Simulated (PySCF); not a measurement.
Compound: 1-chloropropan-2-yl acetate, C5H9ClO2.
InChI=1S/C5H9ClO2/c1-4(3-6)8-5(2)7/h4H,3H2,1-2H3/t4-/m1/s1

Computed, not measured: TDDFT CAM-B3LYP/def2-SVPD, vertical, gas phase, core orbitals frozen in the response (PySCF 2.14.0, density-fitted response routines). Geometry: PBE0-D3(BJ)/def2-SVP, one conformer, isolated molecule. Torsions of this conformer, `[CH3:1][C:2](=[O:3])[O:4][C@H:5]([CH3:6])[CH2:7][Cl:8]`: C1–C2–O4–C5 -178°, C2–O4–C5–C6 -162°, O4–C5–C7–Cl8 58°.

Computed states:

| state | E (eV) | f |
| --- | --- | --- |
| S1 | 5.94 | 0.0009 |
| S2 | 7.40 | 0.0029 |
| S3 | 7.51 | 0.0073 |
| S4 | 7.83 | 0.015 |
| S5 | 8.13 | 0.131 |
| S6 | 8.24 | 0.0021 |

Each state is given a Gaussian of 0.4 eV full width at half maximum, with ε(max) = 2.175×10⁸ f / Δν̃ (Δν̃ the width in cm⁻¹). The width is an assumption, not a result. The curve ends short of the highest state used, and states not computed would add to its high-energy end.

**Question.** Give the broadened spectrum and its maxima.

**Answer.** 
(E (eV), ε (L mol⁻¹ cm⁻¹)): (5.34, 0), (5.41, 0), (5.47, 1), (5.54, 4), (5.60, 8), (5.67, 17), (5.73, 28), (5.80, 43), (5.86, 54), (5.93, 61), (6.00, 57), (6.06, 47), (6.13, 32), (6.19, 20), (6.26, 10), (6.32, 5), (6.39, 2), (6.46, 1), (6.52, 0), (6.59, 0), (6.65, 0), (6.72, 0), (6.78, 0), (6.85, 1), (6.91, 4), (6.98, 14), (7.05, 37), (7.11, 79), (7.18, 163), (7.24, 270), (7.31, 426), (7.37, 567), (7.44, 711), (7.51, 823), (7.57, 921), (7.64, 1110)

Maxima: 209 nm (5.94 eV), ε about 61, made up of S1 (100%) (ε in L mol⁻¹ cm⁻¹; maxima over ε = 5, shares over 10%). At its high-energy end, 7.64 eV, the curve is still rising (ε about 1100, from S3, S4 and S5).

**Question.** Coming from long wavelengths, where does ε first pass 100 L mol⁻¹ cm⁻¹?

**Answer.** At about 174 nm (7.13 eV), 1.19 eV above S1.

**Question.** On this curve, what absorbance would a 10⁻⁴ mol/L sample give at 222 nm over a 1 cm path?

**Answer.** 222 nm is 5.585 eV, where ε is about 6.9 L mol⁻¹ cm⁻¹, so A = ε c l ≈ 0.00069 (Beer–Lambert, with the gas-phase spectrum and the assumed width).

**Question.** Does any computed singlet lie in the visible range?

**Answer.** No computed singlet lies in the visible range (380 to 750 nm); the lowest, at 209 nm, stands 2.68 eV above its violet end (3.26 eV).
